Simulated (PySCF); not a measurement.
**How methods differ on the ionisation energy of Mo²⁹⁺**

Mo²⁹⁺ [Ne] 3s2 3p1 (2P) → Mo³⁰⁺ [Ne] 3s2 (1S), as a difference of total energies. Computed with PySCF 2.14 in an even-tempered Gaussian basis (18 s from 3.6 bohr⁻², ratio 2.5; 12 p from 4.7 bohr⁻², ratio 2.5; 5 d from 20 bohr⁻², ratio 2.7; 4 f from 30 bohr⁻², ratio 2.7), with scalar relativity by spin-free X2C-1e. Correlated levels: outer shells: 1s2 frozen; virtual orbitals above 40 to 60 times the deepest correlated orbital energy dropped. The calculations carry no spin-orbit coupling.

| method | ionisation energy (eV) |
| --- | --- |
| UHF | 1583.1 |
| MP2 (outer shells) | 1583.7 |
| SCS-MP2 (outer shells) | 1583.5 |
| CCSD (outer shells) | 1583.6 |
| CCSD(T) (outer shells) | 1583.6 |

A first-order spin-orbit estimate (lowest level to lowest level, LS coupling) adds 16.309 eV.

Breit and QED terms and the two-electron picture change are absent.

For comparison: 1587 ± 8 eV (semi-empirical (NIST evaluation); NIST Atomic Spectra Database, ionization energies).
